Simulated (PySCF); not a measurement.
A calculated (LDA, PySCF 2.14, def2-TZVPPD, the non-relativistic Hamiltonian (point nucleus)) atom or ion has these occupied shells.

```tsv
shell	electrons	orbital energy (eV)	rms radius, mean of both spins (bohr)
1s α	1	-11531.4	0.0537
1s β	1	-11531.3	0.0537
2s α	1	-1456.4	0.224
2s β	1	-1456.3	0.224
2p α	3	-1305.1	0.198
2p β	3	-1305.0	0.198
3s α	1	-193.14	0.654
3s β	1	-193.01	0.654
3p α	3	-142.03	0.675
3p β	3	-141.87	0.675
3d α	5	-52.016	0.757
3d β	5	-51.784	0.757
4s α	1	-23.701	2.03
4s β	1	-22.153	2.03
4p α	2	-14.078	2.49
```

(1) Name the element and its charge.

## Answers

(1) As+ (arsenic, charge +1), in [Ar] 3d10 4s2 4p2, high-spin 3P determinant.
